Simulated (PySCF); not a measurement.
Compound: Mo(CCH)4, C8H4Mo (triplet state).
Geometry (PBE0-D3(BJ)/def2-SVP, Å), atoms numbered from 1 in this order:
```xyz
13
C8H4Mo angstrom
Mo    -0.0172    0.0001    0.0006
C     -0.0002   -0.0112    1.9970
C      0.0196   -0.0186    3.2263
H      0.0383   -0.0249    4.3028
C      1.8633   -0.0096   -0.6626
C      3.0242   -0.0152   -1.0678
H      4.0411   -0.0221   -1.4214
C     -0.9419    1.6425   -0.6607
C     -1.5082    2.6566   -1.0635
H     -2.0037    3.5449   -1.4165
C     -0.9512   -1.6315   -0.6723
C     -1.5186   -2.6398   -1.0881
H     -2.0148   -3.5234   -1.4515
```

The calculation used PBE0-D3(BJ)/def2-SVP geometry optimisation, gas phase, def2 core potentials past Kr in PySCF 2.14.0.

Problem. Which atoms are bound to Mo1, and at what distances?

Solution. 4 atoms: C5 1.994 Å, C2 1.996 Å, C11 1.997 Å, C8 1.998 Å. The nearest atom not counted as bound is C6, at 3.22 Å (others tie with it).

Problem. List the angles at Mo1.

Solution. 
| angle | degrees | distance of the outer atoms (Å) |
| --- | --- | --- |
| C8–Mo1–C11 | 110.1 | 3.27 |
| C2–Mo1–C8 | 109.9 | 3.27 |
| C2–Mo1–C11 | 109.7 | 3.26 |
| C5–Mo1–C8 | 109.3 | 3.26 |
| C5–Mo1–C11 | 109.0 | 3.25 |
| C2–Mo1–C5 | 108.9 | 3.25 |

Problem. What is the shape at Mo1?

Solution. Tetrahedral: angles from 108.9° to 110.1°; τ4 = (360° − α − β)/141° = 0.99 with α and β the two widest (0 for a square, 1 for a tetrahedron).

Problem. What are the other bond lengths?

Solution. C2–C3 and 3 like bonds 1.229 Å. (A selection.)

Problem. Give some angles away from the centre.

Solution. Mo1–C2–C3 179.6°.

Charge 0, triplet. ⟨S²⟩ = 2.054 (exact for a triplet: 2.00). Not checked by PBE0-D3(BJ)/def2-SVP frequencies.
